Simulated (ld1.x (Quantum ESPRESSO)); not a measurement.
# Varying the TM potential for B

Base potential:

ld1.x (Quantum ESPRESSO) 7.5 input, shortened:

```
&input
   title='B', zed=5., rel=1, dft='PBE', iswitch=3,
   config='[He] 2s2 2p0 3d-2'
 /
 &inputp
   pseudotype=2, tm=.true., lloc=-1, rcloc=1.90,
   nlcc=.true., rcore=1.00
 /
3
2S  1  0   2.00   0.00  1.50  1.50  0.0
2P  2  1   0.00   0.00  2.50  2.50  0.0
3D  3  2  -2.00   0.40  2.00  2.00  0.0
 &test
   configts(1)='2s2 2p0'
 /
```

All-electron outer shells of the reference configuration (PBE, scalar-relativistic, ld1.x):

```
shell  level (eV)  outermost node (bohr)  outermost maximum (bohr)
   2s      -19.51                   0.46                      1.44
   2p      -13.36                      –                      1.41
```

Cutoffs, loose and tight: the cutoffs (Ry, on a coarse ladder) from which the occupation-weighted sum of valence levels, in a spherical-Bessel basis at the reference potential, stays within 10 and 1 mRy of its value at 400 Ry. They do not see the model core or the augmentation charge, which bear on the density cutoff. Test errors are all-electron minus pseudo excitation energies from the reference, over the configurations 2s2 2p1; 2s1 2p0; 2s2 2p0.5; 2s2 2p1.3; 2s1 2p2; 2s0 2p3; 2s1 2p1. A dash means not determined; rows that change the core or the reference have their own tests.

| change | outcome | cutoff, loose | cutoff, tight | bound ghosts | largest test error (meV) |
| --- | --- | --- | --- | --- | --- |
| base | generated | 21 Ry | 50 Ry | none | +95 |
| core correction none | generated | 21 Ry | 50 Ry | none | +132 |
| core correction a·sin(br)/r model core inside 0.70 bohr | generated | 21 Ry | 50 Ry | none | +95 |
| core correction a·sin(br)/r model core inside 0.90 bohr | generated | 21 Ry | 50 Ry | none | +97 |
| core correction a·sin(br)/r model core inside 1.02 bohr | generated | 21 Ry | 50 Ry | none | +98 |
| core correction a·sin(br)/r model core inside 1.20 bohr | generated | 21 Ry | 50 Ry | none | +123 |
| core correction a·sin(br)/r model core inside 1.44 bohr | generated | 21 Ry | 50 Ry | none | +131 |
| core correction a·sin(br)/r model core inside 1.56 bohr | generated | 21 Ry | 50 Ry | none | +131 |
| core correction a·sin(br)/r model core inside 1.80 bohr | generated | 21 Ry | 50 Ry | none | +132 |
